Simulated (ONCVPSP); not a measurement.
# titanium (Ti): one change to an ONCV potential, before and after

titanium (Ti), optimised norm-conserving Vanderbilt (ONCV), made with ONCVPSP 4.0.1 (revPBE, scalar-relativistic). Core [Ar], reference 3d2 4s2. Waves: 4s: rc 2.95 bohr, ncon 4, nbas 8, qcut 1.8 1/bohr, 2 projectors, debl 3.9 Ha; p scattering state at 0.09 Ha: rc 3.15 bohr, ncon 4, nbas 7, qcut 3 1/bohr, 1 projector; 3d: rc 2.05 bohr, ncon 4, nbas 9, qcut 7.6 1/bohr, 2 projectors, debl 3 Ha. Local part: polynomial inside 1.65 bohr (lpopt 5, dvloc0 0 Ha). Core correction: Teter function, fcfact 2.75, rcfact 1.

In the p channel the program set the typed energies aside and used 0.050 Ha.

Change: s: qcut 2.6; p: qcut 4.3; d: qcut 10.8.

Cutoffs: the cutoffs (Ha) at which the residual kinetic energy of the hardest occupied pseudo-wave falls to 1 and 0.1 mHa per electron; they do not see the model core or the augmentation charge, which bear on the density cutoff. Errors are all-electron minus pseudo energies relative to the spin-unpolarised reference configuration.

Task: How do hardness, ghosts and transferability respond?

Result: The potential gets harder (22 Ha and 25 Ha → 31 Ha and 36 Ha); of the 4 tests that both files solve, the error grows in 3 and shrinks in 0 by more than 15 % and 0.3 meV (median size 111.3 → 126.1 meV); neither file shows a bound ghost.

```csv
quantity,base,changed
"cutoff, loose",22 Ha,31 Ha
"cutoff, tight",25 Ha,36 Ha
loose cutoff by channel,"s 4.5 Ha, d 22 Ha","s 2.5 Ha, d 31 Ha"
bound ghosts,none,none
GHOST(+) flags under 300 eV,"p at 18.2 eV, s at 62.9 eV","p at 18.3 eV, s at 76.0 eV"
"error for 3d2 4s1, meV [ΔE 7.28 eV]",+0.8,+2.2
"error for 3d2 4s0, meV [ΔE 20.71 eV]",+169,+188
"error for 3d1 4s0, meV [ΔE 47.57 eV]",+270,+348
"error for 3d3 4s0, meV [ΔE 7.29 eV]",+53,-64
s: phases at 3.00 bohr within 0.05 rad from the reference energy up to (Ha; the scan ends near 5),0.9,0.9
p: phases at 3.20 bohr within 0.05 rad from the reference energy up to (Ha; the scan ends near 5),n/a,n/a
d: phases at 2.08 bohr within 0.05 rad from the reference energy up to (Ha; the scan ends near 5),to the end of the scan,to the end of the scan
"rms error of d²Exc/dni dnj with the model core, mHa",18.72,18.98
```
